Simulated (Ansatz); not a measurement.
Cost and result for the atomization energy of `[F][Sn]([F])[Br]` radical (4 atoms, 3 bonds).

The species carries charge 0 and has multiplicity 2. Correlated methods include outer-core shells of Br, Sn, which these sets cover unevenly. Scalar relativity is left out up to krypton. Sn takes the def2 core potential. The geometry is a stationary point of PBE0-D4/def2-TZVP. Program: Ansatz. All runs use 4 threads of an AMD EPYC 7B13 on a shared host. Times are those of one run each, without the atoms' runs, and a repeat can differ threefold. Electronic energies, without spin–orbit coupling; frozen cores. CCSD(T)/CBS adds CCSD(T) − MP2 in def2-TZVPP to the MP2 limit, and its time is that of the two runs behind it. T1 = 0.016; ⟨S²⟩ of the reference is 0.76. With those shells the extrapolation isn't a true limit.

CCSD(T)/CBS is a level of theory with its own doubt, some kJ/mol a heavy atom from the limit and from the frozen cores, so smaller differences don't rank the functionals.

```tsv
level	functions	wall time	atomization (kcal/mol)	difference from CCSD(T)/CBS	per bond
LDA (SPW92)/def2-TZVPP	160	2.8 s	330.6	55.5	18.5
BHLYP-D4/def2-TZVPP	160	3 s	247.8	-27.3	-9.1
r2SCAN-D4/def2-TZVPP (with forces)	160	4 s	276.3	1.2	0.4
revPBE-D4/def2-TZVPP	160	4.6 s	271.6	-3.5	-1.2
BLYP-D4/def2-TZVPP	160	4.7 s	276.3	1.2	0.4
B2PLYP/def2-TZVPP	160	5.5 s	265.0	-10.1	-3.4
B97M-V/def2-TZVPP	160	6 s	276.4	1.3	0.4
CCSD(T)/def2-SVP	86	8 s	237.6	-37.5	-12.5
RPA@PBE/def2-TZVPP	160	8.5 s	230.8	-44.3	-14.8
ωB97M-V/def2-TZVPP (with forces)	160	11 s	267.6	-7.5	-2.5
MP2/def2-QZVPP	285	12 s	283.7	8.6	2.9
CCSD(T)/def2-TZVPP	160	74 s	258.4	-16.7	-5.6
CCSD(T)/CBS(def2)	–	86 s	275.1	0.0	0.0
```

Leaving LDA and LC-ωPBE aside and taking each functional with its dispersion term where it has one, the values, not all of them listed here, spread over 36.8 kcal/mol, from BHLYP-D4 to PBE-D4. LDA lies +48.4 kcal/mol from PBE without D4, its usual overbinding. From BLYP to BHLYP (50 % exact exchange), in def2-TZVPP and without D4, the atomization energy moves by −27.4 kcal/mol: exact exchange takes away binding that semilocal exchange gives to molecules. The D4 term adds +3.9 kcal/mol with B3LYP and +2.0 kcal/mol with PBE0; it sums over pairs of atoms, weighted by their polarisabilities, and B3LYP, whose exchange is more repulsive, gets the larger term.

B3LYP here is the variant with VWN-RPA as its local correlation; programs differ in this.

Spin–orbit coupling would lower the free Sn atoms strongly, and the atomization energy with them, by more than many differences here. For some Ge, Se and Sn compounds the MP2-based and the directly extrapolated limit differ by 10 to 25 kJ/mol.
